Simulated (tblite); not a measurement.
Parent: `[CH3:1][C@@H:2]1[CH2:3][CH2:4][C@H:5]2[SiH2:6][O:7][SiH2:8][C@@H:9]12` with C1–C2–C3–C4 -163°, C2–C3–C4–C5 43°, C3–C4–C5–Si6 -150°, C4–C5–Si6–O7 115°, C6H14OSi2.

Computed geometry: GFN2-xTB, gas phase. One conformer each, not checked by frequencies here.

| coordinate of the parent | value |
| --- | --- |
| C1–C2 | 1.521 Å |
| C2–C3 | 1.530 Å |
| C3–C4 | 1.524 Å |
| C4–C5 | 1.536 Å |
| C5–Si6 | 1.912 Å |
| Si6–O7 | 1.637 Å |
| O7–Si8 | 1.638 Å |
| Si8–C9 | 1.911 Å |
| C2–C9 | 1.542 Å |
| C5–C9 | 1.559 Å |
| C1–C2–C3 | 114.0° |
| C1–C2–C9 | 112.6° |
| C3–C2–C9 | 104.0° |
| C2–C3–C4 | 102.6° |
| C3–C4–C5 | 103.9° |
| C4–C5–Si6 | 115.2° |
| C4–C5–C9 | 105.0° |
| Si6–C5–C9 | 109.7° |
| C5–Si6–O7 | 99.8° |
| Si6–O7–Si8 | 120.8° |
| O7–Si8–C9 | 99.9° |
| C2–C9–Si8 | 115.3° |
| C2–C9–C5 | 106.0° |
| C5–C9–Si8 | 109.6° |

Problem. How does the shared frame change in `[CH2:1]1[CH2:2][C@@H:3]2[SiH2:4][O:5][SiH2:6][C@@H:7]2[CH2:8]1` with C8–C1–C2–C3 43°, C1–C2–C3–Si4 94°, C2–C3–Si4–O5 -119°, C3–Si4–O5–Si6 3°, C5H12OSi2? Atoms pair as C2 = C2, C3 = C1, C4 = C8, C5 = C7, Si6 = Si6, O7 = O5, Si8 = Si4, C9 = C3 (parent first).

Solution. 
```tsv
parent	relative	value in the relative	change
C2–C3	C2–C1	1.523 Å	-0.007
C3–C4	C1–C8	1.523 Å	-0.001
C4–C5	C8–C7	1.538 Å	+0.002
C5–Si6	C7–Si6	1.916 Å	+0.004
Si6–O7	Si6–O5	1.636 Å	-0.001
O7–Si8	O5–Si4	1.636 Å	-0.002
Si8–C9	Si4–C3	1.916 Å	+0.005
C2–C9	C2–C3	1.538 Å	-0.004
C5–C9	C7–C3	1.559 Å	0.000
C3–C2–C9	C1–C2–C3	103.8°	-0.2
C2–C3–C4	C2–C1–C8	102.1°	-0.5
C3–C4–C5	C1–C8–C7	103.8°	-0.1
C4–C5–Si6	C8–C7–Si6	114.1°	-1.1
C4–C5–C9	C8–C7–C3	105.2°	+0.2
Si6–C5–C9	Si6–C7–C3	109.5°	-0.2
C5–Si6–O7	C7–Si6–O5	100.3°	+0.5
Si6–O7–Si8	Si6–O5–Si4	120.3°	-0.5
O7–Si8–C9	O5–Si4–C3	100.4°	+0.5
C2–C9–Si8	C2–C3–Si4	114.0°	-1.3
C2–C9–C5	C2–C3–C7	105.3°	-0.7
C5–C9–Si8	C7–C3–Si4	109.5°	-0.1
```

Of the parent's bonds, C2–C3 changes most (-0.007 Å). Point group C1 → Cs.
